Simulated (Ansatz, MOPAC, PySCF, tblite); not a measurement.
Energy landscape of H2Be, singlet: symmetric bend, bond length relaxed. Scanned: H-Be-H angle. Other coordinates (Be-H bond length) were minimised at B3LYP/def2-TZVP.

- RKS-B3LYP/3-21G = restricted B3LYP/3-21G run with PySCF
- GFN2-xTB, 300 K electronic temperature (tblite)
- PM3, restricted, heats of formation (MOPAC)
- CCSD(T)/aug-cc-pVQZ = CCSD(T) on RHF/aug-cc-pVQZ, frozen core (Ansatz, a first-principles code)

Energies relative to the lowest point of each profile, in kcal/mol:

```
a / °  RKS-B3LYP/3-21G  GFN2-xTB   PM3
-----  ---------------  --------  ----
180                0.0       0.0   0.0
167                0.9       0.3   0.8
157                2.8       1.0   2.6
147                5.8       2.2   5.5
137                9.8       3.9   9.4
127               15.0       6.3  14.4
117               21.4       9.6  20.6
107               29.0      14.1  28.0
97                38.3      20.2  36.7
87                49.3      28.8  46.4
77                62.3      40.9  57.6
60                89.6      76.0  83.6
```

**Question.** What does CCSD(T)/aug-cc-pVQZ give at the same points?

**Answer.** 180: 0.0; 167: 0.8; 157: 2.6; 147: 5.3; 137: 9.2; 127: 14.2; 117: 20.4; 107: 28.1; 97: 37.3; 87: 48.4; 77: 61.4; 60: 88.0 (kcal/mol).
